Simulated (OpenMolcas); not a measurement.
An OpenMolcas run meant for Sn²⁺ (ANO-RCC-VQZP, DKH3; inactive shells 1s 2s 2p 3s 3p 3d 4s 4p 4d; intended active space 2 electrons in 4 orbitals (5s 5p)). One step of its input:

```
&CASPT2
Multistate=3 1 2 3
Frozen=9 9
IPEA=1.5
Imaginary=0.1
MaxIter=60
WThr=0.0 0.3 0.05
PrWF=0.5
NoMix
```

The run finished. Its levels beside those of a sound run (MS-CASPT2, IPEA 0.25 Eh, imaginary shift 0.1 Eh (closed shells correlated: 4d)), in eV above each run's lowest level:

```csv
Level,This run,Usual run
5s² ¹S₀,0.0000,0.0000
5s 5p ³P°₀,6.7679,6.6971
5s 5p ³P°₁,6.9406,6.8679
5s 5p ³P°₂,7.3379,7.2670
5s 5p ¹P°₁,10.1808,9.7915
5p² ³P₀,16.0326,15.8934
5p² ³P₁,16.2983,16.1665
5p² ³P₂ [51 %],16.5387,16.2765
5p² ¹D₂ [51 %],17.2010,16.7923
5p² ¹S₀,19.2178,18.8464
```

Q: Which setting is unsound, and how much does it matter here?

A: The IPEA shift is far above its usual 0.25 hartree. Against the sound run the excited levels shown move by 1700 cm-1 on average and by 3300 cm-1 at most.

CASPT2 breaks the degeneracy within a term, and the mean is taken; among the terms shown or strongly mixed into the levels shown the widest spread is 1300 cm-1 (5p² ¹D, this run). Over all roots computed the reference weight is 0.87 to 0.94 in the sound run; the roots of lowest weight are the least certain, and an intruder state may touch them. The ¹D term of p² mixes with s d, which this space lacks. Some levels mix across a computed gap that differs much from the measured one, so their mixing is not that of the real levels (holds for this run). Only configurations of the active space appear.

A share in square brackets marks a mixed level and gives the weight of the term that names it, the lowest over the columns. ° marks odd parity.
